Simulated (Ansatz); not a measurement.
The same path of BFH3N + BrH (8 atoms, charge 0, multiplicity 1) was run twice with different band settings. Lost on the way: Br7–H8. Made: B1–Br7, N2–H8.

These are results of RKS PBE0-D4/def2-SVP in Ansatz, not measurements.

Relaxed end points:

```xyz
8
Properties=species:S:1:pos:R:3
B 0.057 -0.420 0.198
N 0.033 -0.125 1.572
H -0.812 -0.216 2.120
H 0.883 -0.072 2.124
F 1.229 -0.465 -0.429
H -0.961 -0.615 -0.419
Br -0.506 3.333 1.453
H -0.254 1.914 1.432
```

```xyz
8
Properties=species:S:1:pos:R:3
B -0.075 0.451 0.192
N -0.035 0.174 1.820
H -0.749 -0.493 2.116
H 0.886 -0.205 2.053
F 1.150 0.026 -0.252
H -1.037 -0.137 -0.261
Br -0.305 2.463 0.061
H -0.166 1.053 2.325
```

Common settings: spring 5.0 eV/Å²; optimiser quadratic models (default); start path through a guess of the saddle point; force threshold 0.03 eV/Å; iteration limit 60; end points relaxed.

| run | movable images | climbing image |
| --- | --- | --- |
| 1 | 7 | yes |
| 2 | 2 | no |

Task: What does each run give, and how far can it be trusted?

Result: Run 1: converged after 14 iterations, highest image 0.509 eV above the first end. A vibrational analysis at the climbing image gives one clearly imaginary mode, 863i cm⁻¹: a first-order saddle point.
Run 2: converged after 11 iterations, highest image 0.336 eV above the first end. No image climbed, so the highest image needn't sit at the top of the path. So few images can step over the top or miss a turn of the path.
The orbitals stay closed-shell, which can raise the energy where a bond breaks towards radicals; this wasn't checked here.
